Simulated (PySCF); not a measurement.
SiH4O4

SiH4O4 is a small molecule, neutral, singlet. The structure, one conformer, was relaxed in the gas phase by PBE0-D3(BJ)/def2-SVP. No frequency run checks that it is a minimum.

SMILES: O[Si](O)(O)O

Coordinates in Å:
```
O1      0.321    0.620   -1.507
Si2     0.005    0.000   -0.012
O3      0.474   -1.579   -0.062
O4      0.817    0.683    1.248
O5     -1.596    0.278    0.269
H6      1.092    0.246   -1.945
H7      0.663   -1.977    0.792
H8      0.407    1.471    1.617
H9     -2.153    0.254   -0.514
```

Shieldings: GIAO PBE0/pcSseg-2. Shifts are against computed references at the same level: H TMS (σ 31.24 ppm), Si TMS (σ 341.3 ppm). Core levels by delta-SCF with SCAN, pcX-2 on the ionised atom and pcseg-1 elsewhere, spin-free X2C (2p3/2 is the spin-free 2p value less a third of a first-order spin-orbit splitting); from the vacuum level, for chosen atoms.

Task: Give the NMR and core-level values of the distinct atoms.

Result: 
```tsv
atoms	bonded to	σ (ppm)	δ (ppm)	core level (eV)
O1 O3 O4 O5	1 Si + 1 H	279.9	-	1s 538.98
Si2	4 O	405.2	-63.9	2p3/2 108.71
H6 H7 H8 H9	1 O	29.50	1.74	-
```

Values are those of this one static structure; atoms that internal rotation interchanges would show their mean in an NMR spectrum.

Task: By CAM-B3LYP/def2-SVPD (TDDFT singlets, Tamm-Dancoff triplets, ionisation by delta-SCF), where does absorption start, and what does vertical ionisation take?

Result: The lowest singlet lies at 7.90 eV (f 0.013), the strongest of the first 6 at 8.63 eV (f 0.157), the lowest triplet at 7.60 eV; vertical ionisation takes 11.89 eV.
